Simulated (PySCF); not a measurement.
In(H)(Me)(OH) (CH₅InO), SMILES [CH3][InH][OH].

Coordinates come from a B3LYP-D3(BJ)/def2-SVP optimisation. The def2 effective core potentials stand for the cores of In; spin–orbit coupling is left out. The values are those of a single conformer.

Computed with B3LYP-D3(BJ)/def2-SVP in PySCF 2.14.0.

Frequencies are harmonic and unscaled.

```csv
mode,ν (cm⁻¹),IR (km/mol),moving atoms (share of kinetic energy)
1,34,0.0,H 95 %
2,125,4.9,"O 38 %, C 28 %, H 21 %, In 13 %"
3,328,7.6,H 96 %
4,407,144.7,H 90 %
5,468,137.5,"H 78 %, C 13 %"
6,504,13.4,"C 58 %, H 34 %"
7,586,51.1,"O 83 %, In 12 %"
8,709,30.7,"H 84 %, C 15 %"
9,731,8.8,"H 86 %, C 11 %"
10,769,116.6,H 89 %
11,1183,1.9,"H 83 %, C 17 %"
12,1431,1.0,H 95 %
13,1436,1.8,H 95 %
14,1751,237.6,H 99 %
15,3044,7.4,H 98 %
16,3144,4.4,"H 91 %, C 9 %"
17,3162,2.3,"H 90 %, C 10 %"
18,3831,30.7,H 94 %
```
